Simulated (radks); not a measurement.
Problem. Species: La. Configuration: [Xe] 5d1 6s2. Method: Dirac Kohn-Sham, OLYP, spin-unpolarised, spherical densities, finite nucleus; open shells fill j = l - 1/2 first; Fermi nuclear charge, rms radius 4.855 fm; computed with a radial shooting solver on a logarithmic mesh with Libxc functionals. Some entries of the table are withheld. Estimate them.

orbital  occ.  eigenvalue (eV)  r(max) (bohr)  <r> (bohr)
1s1/2       2        -38712.47        0.01608     0.02507
2s1/2       2              (1)        0.09110      0.1070
2p1/2       2              (2)        0.06950     0.08991
2p3/2       4              (3)        0.07467     0.09600
3s1/2       2        -1319.612         0.2606      0.2847
3p1/2       2        -1172.068         0.2472      0.2745
3p3/2       4        -1091.471         0.2585      0.2866
3d3/2       4        -833.2360         0.2080      0.2575
3d5/2       6        -815.9607         0.2112      0.2613
4s1/2       2        -266.7003            (4)      0.6537
4p1/2       2        -212.3464         0.6188      0.6739
4p3/2       4        -195.1769         0.6430      0.7008
4d3/2       4        -106.0456         0.6668      0.7605
4d5/2       6        -103.0565         0.6747      0.7701
5s1/2       2         -38.9262          1.410       1.556
5p1/2       2         -24.1635          1.542       1.743
5p3/2       4         -21.6407          1.607       1.822
6s1/2       2          -3.3471          3.860       4.499
5d3/2       1          -2.9899          2.155       2.928
5d5/2       0          -2.7941          2.191       2.999

Solution. 
(1) 2s1/2 eigenvalue (eV): -6165.210
(2) 2p1/2 eigenvalue (eV): -5815.300
(3) 2p3/2 eigenvalue (eV): -5402.284
(4) 4s1/2 r(max) (bohr): 0.6084
